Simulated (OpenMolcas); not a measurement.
# Worked example: ideal-gas entropy of SiHCl3 (trichlorosilane)

A singlet with charge 0, relaxed at HF/6-31G* (Cartesian functions) (OpenMolcas 26.06):

```xyz
5

Cl    1.6943   -0.5746    0.8996
Si   -0.0835   -0.0130    0.0775
Cl    0.0137    1.9417   -0.4897
Cl   -0.4822   -1.1764   -1.5472
H    -1.1422   -0.1777    1.0597
```

Harmonic wavenumbers in cm⁻¹: 188, 189, 270, 521, 634, 634, 889, 889, 2512.

Masses in u: Cl 35.45, Si 28.085, H 1.008. Take T = 298.15 K, p = 1 bar, R = 8.3145 J/(mol K), kT/hc = 207.22 cm⁻¹, rigid rotor and harmonic oscillator.

**Question.** Work out S° at 298 K.

**Answer.** 
1. Translation (Sackur–Tetrode): S = R[3/2 ln M + 5/2 ln T − 1.1517] with M = 135.443 gives 170.1 J/(mol K).
2. Rotation: principal moments 210.597, 210.610, 393.014 u Å² give A, B, C = 0.08, 0.08, 0.0429 cm⁻¹; the symmetry number is σ = 3; q = (√π/σ)√((kT/hc)³/ABC) = 106361; S = R(ln q + 3/2) = 108.7.
3. Vibration: with u = ν̃/207.22, each mode gives R[u/(eᵘ − 1) − ln(1 − e⁻ᵘ)]; the sum is 32.5, most from 188 cm⁻¹ (9.4), 189 cm⁻¹ (9.4), 270 cm⁻¹ (6.7).
4. Spin: R ln 1 = 0.0.
5. Sum: 170.1 + 108.7 + 32.5 + 0.0 = 311.3 J/(mol K).

No measured value is set beside it here. Unscaled Hartree–Fock wavenumbers run high.
